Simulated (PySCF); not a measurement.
Protons, H atoms and electrons added to or taken from C=N. Isolated molecules, 0 K electronic values unless said otherwise. Strings in code marks are SMILES.

Computed with PBE-D3(BJ)/def2-TZVP // PBE0-D3(BJ)/def2-TZVP (PySCF). 

| species | dipole moment (D) |
|---|---|
| neutral parent (`C=N`) | 1.91 |
| proton added at N2 (`C=[NH2+]`) | – |
| H atom removed from C1 (`[H]/[C]=N\[H]`) | ? |
| H atom removed from N2 (`C=[N]`) | 2.44 |

Fill in the missing entries.


- H atom removed from C1 (`[H]/[C]=N\[H]`), dipole moment (D): 2.16
